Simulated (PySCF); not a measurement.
(1E)-1-chloro-1-fluorobuta-1,3-diene (C₄H₄ClF), SMILES C=C/C=C(\F)Cl. Geometry: r2SCAN-D4/def2-SVP. The values are those of a single conformer.

### Question
Give the equilibrium geometry at r2SCAN-D4/def2-SVP (PySCF confirms it by a frequency run) as a Z-matrix, and its point group. (The exact figures need the calculation; the answer reports its results.)

### Answer
Several could match; the one computed here: point group Cs.
```
C
C 1 1.3460
F 2 1.3277 1 122.59
H 1 1.0930 2 117.19 3 180.00
C 1 1.4477 4 119.56 2 180.00
C 5 1.3467 1 123.79 4 0.00
H 6 1.0927 5 121.23 1 180.00
H 6 1.0951 7 117.39 5 180.00
H 5 1.0961 6 119.61 7 0.00
Cl 2 1.7189 3 112.47 1 180.00
```
